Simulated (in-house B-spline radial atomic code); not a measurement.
Values are calculated unless marked as measured or tabulated.
Correlation energy from the adiabatic connection: −V exp(−r²/w²), V = 5.11, w = 1.71

Two electrons in a singlet, external potential −V exp(−r²/w²), V = 5.11, w = 1.71 (atomic units). Full CI in B-splines (partial waves to l = 8, correlation up to 0.6 % small) with the density held fixed gives W(λ) = <V_ee>_λ − U, and E_c is the integral of W(λ) − W(0) from 0 to 1.

```csv
λ,W(λ) − W(0) (hartree)
0,0.00000
0.02,-0.00192
0.05,-0.00476
0.12,-0.01123
0.25,-0.02263
0.4,-0.03489
0.6,-0.04989
0.8,-0.06351
1,-0.07592
```

(1) Integrate the table by the trapezoid rule.

(2) Now use only three numbers: W(0) = -0.88887, the initial slope W'(0) = -0.09651 (extrapolated from the first points) and the strong-coupling limit of the point-charge-plus-continuum model, W∞ = -1.2323. What do second-order theory and the interpolation W(λ) = W∞ + (W(0) − W∞)/√(1 + 2χλ) of Seidl, Perdew and Levy give?

Answers

(1) The strips give -0.00002, -0.00010, -0.00056, -0.00220, -0.00431, -0.00848, -0.01134, -0.01394, which sum to -0.04095 hartree. The direct value, W(1) − W(0) + T_c with T_c = 0.03488, is -0.04104; the curve is convex, so chords lie above it and the trapezoids fall short in size by 0.21 %.

(2) Second order keeps the slope alone: E_c = W'(0)/2 = -0.04825, +18 % in size against -0.04104. Matching the slope fixes χ = W'(0)/(W∞ − W(0)) = -0.09651/(-0.34343) = 0.28102. Integrating, with s = √(1 + 2χ) = 1.249814, E_c = −(W(0) − W∞)(s − 1)/(s + 1) = −0.34343 × 0.249814/2.249814 = -0.03813 hartree, -7.1 % in size against the full result. At λ = 1 the formula gives W − W(0) = -0.06865 against -0.07592. Part of the miss can come from the model's W∞.
